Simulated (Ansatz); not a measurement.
System: methylgermane, CH6Ge, net charge 0, singlet state. 
Structure (B3LYP-D3(BJ)/def2-TZVP (Ansatz, a first-principles code) minimum search):
```xyz
8

C      1.5702     0.1094     0.0435
Ge    -0.3901    -0.0272    -0.0108
H      2.0058    -0.8449     0.3378
H      1.8746     0.8694     0.7623
H      1.9557     0.3820    -0.9383
H     -0.8245    -1.1012    -1.0263
H     -1.0098     1.3206    -0.4267
H     -0.9391    -0.4126     1.3761
```
Charge 0, spin multiplicity 1.

Basis-set convergence of Hartree-Fock and CCSD(T) correlation energies (hartree) with Ansatz. Correlated levels leave the core frozen unless marked. Spin-orbit coupling is left out. The frozen core is the preceding noble-gas configuration, with the filled d and f shells of earlier blocks. Non-relativistic.

```
basis        functions        E(HF)  E(corr, CCSD(T))
-----------  ---------  -----------  ----------------
def2-SVPD          106  -2116.43055          -0.31629
def2-TZVPPD        193  -2116.73850          -0.36414
def2-QZVPPD        356  -2116.78221          -0.37984
```

Extrapolating the two largest sets (X = 3 and 4) as X^-3: E(corr) = (64·(-0.37984) - 27·(-0.36414))/37 = -0.3913 Eh, an estimate of the basis-set limit. The largest set recovers 97.1 % of it, the smallest 80.8 %.
